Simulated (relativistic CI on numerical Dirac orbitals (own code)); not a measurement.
## Mn³⁺ (3d4) in a crystal field

Calculated by Dirac-Coulomb-Breit CI, separate exchange-only KLI orbitals for each configuration, model QED, valence Slater integrals scaled by 0.85, one configuration in a parametric crystal field (own radial code).

Field parameters in Wybourne normalisation: Td as Oh with Dq negative (B⁴₀ = 21Dq, B⁴₄ = √(5/14) B⁴₀). The field is a parameter set, without covalency.

S and J are read from ⟨S²⟩ = S(S + 1) and ⟨J²⟩ = J(J + 1) of each level; they are not fictitious spins.

Td, 10Dq = -1800 cm⁻¹, the lowest 16 levels:

| E (cm⁻¹) | Degeneracy | Irrep | S | J |
| --- | --- | --- | --- | --- |
| 0.0 | 1 | A1 | 2.00 | 1.65 |
| 46.4 | 3 | T1 | 2.00 | 1.98 |
| 92.2 | 3 | T2 | 2.00 | 2.30 |
| 300 | 2 | E | 2.00 | 2.97 |
| 332 | 3 | T1 | 2.00 | 3.16 |
| 499 | 3 | T2 | 2.00 | 3.68 |
| 2071 | 1 | A2 | 2.00 | 3.00 |
| 2091 | 3 | T2 | 2.00 | 3.16 |
| 2109 | 2 | E | 2.00 | 3.31 |
| 2124 | 3 | T1 | 2.00 | 3.40 |
| 2138 | 1 | A1 | 2.00 | 3.49 |
| 18837 | 1 | A1 | 1.00 | 3.79 |
| 19021 | 3 | T1 | 1.00 | 4.29 |
| 19180 | 2 | E | 1.00 | 4.90 |
| 19221 | 3 | T2 | 1.00 | 5.21 |
| 19713 | 3 | T1 | 1.00 | 4.73 |

Td, 10Dq = -17950 cm⁻¹, the lowest 10 levels:

```csv
E (cm⁻¹),Degeneracy,Irrep,S,J
0.0,1,A1,0.03,4.64
2484,1,A1,1.99,2.32
2512,3,T1,1.99,2.35
2540,3,T2,2.00,2.37
2786,2,E,2.00,3.25
2802,3,T1,2.00,3.26
2971,3,T2,2.00,3.76
7231,1,A1,1.01,3.65
7282,3,T1,1.01,3.81
7479,2,E,1.00,4.09
```

Td, 10Dq = -16500 cm⁻¹, the lowest 16 levels:

```tsv
E (cm⁻¹)	Degeneracy	Irrep	S	J
0.0	1	A1	1.91	2.51
47.4	3	T1	1.99	2.34
70.8	3	T2	2.00	2.37
315	2	E	2.00	3.25
321	1	A1	0.33	4.53
328	3	T1	2.00	3.26
496	3	T2	2.00	3.76
6129	1	A1	1.00	3.67
6166	3	T1	1.01	3.82
6374	2	E	1.00	4.11
6397	3	T2	1.00	4.14
11359	1	A2	1.00	4.21
11490	3	T2	1.00	4.29
11699	3	T1	0.99	4.32
11750	2	E	1.00	4.32
14853	3	T1	0.04	5.24
```

Td, 10Dq = -15000 cm⁻¹, the lowest 16 levels:

```
E (cm⁻¹)  Degeneracy  Irrep     S     J
     0.0           1     A1  1.99  2.29
    25.2           3     T1  2.00  2.33
    45.8           3     T2  2.00  2.37
     289           2      E  2.00  3.24
     300           3     T1  2.00  3.26
     468           3     T2  2.00  3.76
    3118           1     A1  0.07  4.65
    7534           1     A1  0.99  3.69
    7542           3     T1  1.01  3.83
    7756           2      E  1.00  4.13
    7778           3     T2  1.00  4.16
   12514           1     A2  1.00  4.27
   12640           3     T2  1.00  4.34
   12841           3     T1  0.99  4.34
   12892           2      E  1.00  4.34
   15200           1     A1  2.00  3.08
```

Td, 10Dq = -13550 cm⁻¹, the lowest 10 levels:

| E (cm⁻¹) | Degeneracy | Irrep | S | J |
| --- | --- | --- | --- | --- |
| 0.0 | 1 | A1 | 2.00 | 2.27 |
| 22.6 | 3 | T1 | 2.00 | 2.32 |
| 41.5 | 3 | T2 | 2.00 | 2.36 |
| 283 | 2 | E | 2.00 | 3.24 |
| 294 | 3 | T1 | 2.00 | 3.26 |
| 461 | 3 | T2 | 2.00 | 3.76 |
| 5818 | 1 | A1 | 0.12 | 4.63 |
| 8887 | 3 | T1 | 1.00 | 3.84 |
| 8938 | 1 | A1 | 0.96 | 3.74 |
| 9106 | 2 | E | 1.00 | 4.15 |

The free-ion ground term has S = 2. The field overcomes the spin-pairing energy for Td, 10Dq = -17950 cm⁻¹, where the ground state has lower spin; these fields are assumed values.

Levels of this model without a field, named by their leading LS term: ⁵D0 0, ⁵D1 92, ⁵D2 271, ⁵D3 527, ⁵D4 848, ³H4 19837, ³H5 20010, ³H6 20193 cm⁻¹.
